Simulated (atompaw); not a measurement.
# PBE PAW (atompaw) dataset for Nb, scalar-relativistic all-electron reference.

atompaw 4.2.0.5 input, output lines left out:

```
Nb 41
GGA-PBE scalarrelativistic loggrid 1500 logderivrange -6 5 276
5 5 4 0 0 0
5 0 1
5 1 0
4 2 4
0 0 0
c
c
c
v
v
c
c
v
v
c
v
2
1.95 1.95 1.35 1.35
n
n
y
1.8
n
custom polynom2 7 10 vanderbiltortho sinc
3 0.5 troulliermartins
1.75
1.80
1.50
1.95
1.95
1.95
```

Problem. Does the generator finish with these settings?

Solution. Yes, a potential is produced.

Problem. Estimate the cutoffs (Ry, on a coarse ladder) from which the occupation-weighted sum of valence levels, in a spherical-Bessel basis at the reference potential, stays within 10 and 1 mRy of its value at 400 Ry.

Solution. 25 Ry and 80 Ry.

Problem. Does the potential have ghost states?

Solution. No extra level below or beside the all-electron valence levels (s, p, d, f tested).

Problem. Is the overlap operator S = 1 + Σ q|β⟩⟨β| positive definite (Bessel basis up to 400 Ry)?

Solution. Yes: its lowest eigenvalue is 0.08 (s channel).
